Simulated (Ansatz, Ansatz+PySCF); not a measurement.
```xyz
8

Li   -0.8556   -0.8556   -0.8556
F    -0.9490   -0.9490    0.9490
F    -0.9490    0.9490   -0.9490
Li   -0.8556    0.8556    0.8556
F     0.9490   -0.9490   -0.9490
Li    0.8556   -0.8556    0.8556
Li    0.8556    0.8556   -0.8556
F     0.9490    0.9490    0.9490
```

Basis set: def2-SVP (spherical functions). Left uncorrelated: 4 orbitals. Charge 0, multiplicity 1.

Computed with Ansatz (development build ahead of 0.2.0); each method stands on the lowest determinant of its kind that the runs found. Restricted open shells among the atoms or ions are ROHF, correlated in semicanonical orbitals with singles. Restricted functionals stand beside restricted open-shell atoms, which can lie above the unrestricted atoms usual in DFT and then raise those values.

(1) Give the atomization energy at this shape (free ground-state atoms in the same class of orbitals less the molecule, no zero-point energy) of singlet Li₄F₄ by r²SCAN (restricted), r²SCAN (unrestricted), PBE0 (restricted), PBE0 (unrestricted), PBE (restricted), PBE (unrestricted), RHF-MP2, RHF, UHF.

Answers

(1)

| method | atomization energy |
| --- | --- |
| r²SCAN (restricted) | 744.41 kcal/mol |
| r²SCAN (unrestricted) | 738.99 kcal/mol |
| PBE0 (restricted) | 727.39 kcal/mol |
| PBE0 (unrestricted) | 723.47 kcal/mol |
| PBE (restricted) | 750.79 kcal/mol |
| PBE (unrestricted) | 747.91 kcal/mol |
| RHF-MP2 | 725.04 kcal/mol |
| RHF | 572.06 kcal/mol |
| UHF | 563.07 kcal/mol |
